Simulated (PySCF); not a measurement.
Computed shifts of a molecule C2H3Cl2FSi, HF/pcSseg-1 run with PySCF, GIAO, gas phase, atoms alike by connectivity averaged where their shifts nearly agree, in ppm (number of nuclei): ¹⁹F: -112.7 (1). ¹³C: 174.6 (1), 139.8 (1). ²⁹Si: -27.5 (1). ¹H: 7.34 (1), 5.32 (1), 5.02 (1). References: ¹⁹F against CFCl3 (σ = 238.5 ppm); ¹³C against TMS (σ = 192.6 ppm); ³⁵Cl against HCl (σ = 958.2 ppm); ²⁹Si against TMS (σ = 393.8 ppm); ¹H against TMS (σ = 31.99 ppm), references at their B3LYP-D3(BJ)/def2-TZVP geometries, non-relativistic (without spin–orbit terms, shifts of atoms bonded to Cl or Br come out too high). Coordinates come from a PBE0-D3(BJ)/def2-SVP optimisation. The values are those of a single conformer.

### Question
Pick the molecule that these values belong to.
A. F/C(=C/Cl)[SiH2]Cl
B. F/C=C\[SiH](Cl)Cl
C. F/C(Cl)=C(\[SiH3])Cl
D. F/C=C(/Cl)[SiH2]Cl

### Answer
A, F/C(=C/Cl)[SiH2]Cl
